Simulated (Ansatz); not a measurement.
One change: `SB(S)Cl` becomes `SB(S)Br`.

Ansatz, PBE0-D4/def2-TZVP geometries, multiplicity 1. Each molecule was computed in one conformer, which needn't be the lowest.

Scalar relativity is left out up to krypton.

```json
{"property": "HOMO–LUMO gap (B3LYP/def2-TZVPP) / eV", "`SB(S)Cl`": "6.36"}
{"property": "HOMO–LUMO gap (PBE0/def2-TZVPP) / eV", "`SB(S)Cl`": "6.76"}
{"property": "size of the dipole moment (B3LYP/def2-TZVPP) / D", "`SB(S)Cl`": "1.08"}
{"property": "HOMO–LUMO gap (ωB97M-V/def2-TZVPP) / eV", "`SB(S)Cl`": "10.95"}
{"property": "size of the dipole moment (PBE/def2-TZVPP) / D", "`SB(S)Cl`": "1.06"}
{"property": "LUMO energy (ωB97M-V/def2-TZVPP) / eV", "`SB(S)Cl`": "1.07"}
```

(1) What does the change do to each property? (An estimate is asked.)

## Answers

(1) The calculation gave: 
| property | `SB(S)Br` | shift |
| --- | --- | --- |
| HOMO–LUMO gap (B3LYP/def2-TZVPP) / eV | 6.26 | -0.10 |
| HOMO–LUMO gap (PBE0/def2-TZVPP) / eV | 6.66 | -0.10 |
| size of the dipole moment (B3LYP/def2-TZVPP) / D | 1.16 | 0.08 |
| HOMO–LUMO gap (ωB97M-V/def2-TZVPP) / eV | 10.81 | -0.14 |
| size of the dipole moment (PBE/def2-TZVPP) / D | 1.13 | 0.07 |
| LUMO energy (ωB97M-V/def2-TZVPP) / eV | 0.89 | -0.18 |

Dipoles are sizes alone; their direction can turn.

B3LYP here is the variant with VWN-RPA as its local correlation; programs differ in this.

Spin–orbit coupling is left out; it splits and shifts lone-pair levels of the heavy atoms by tenths of an eV.
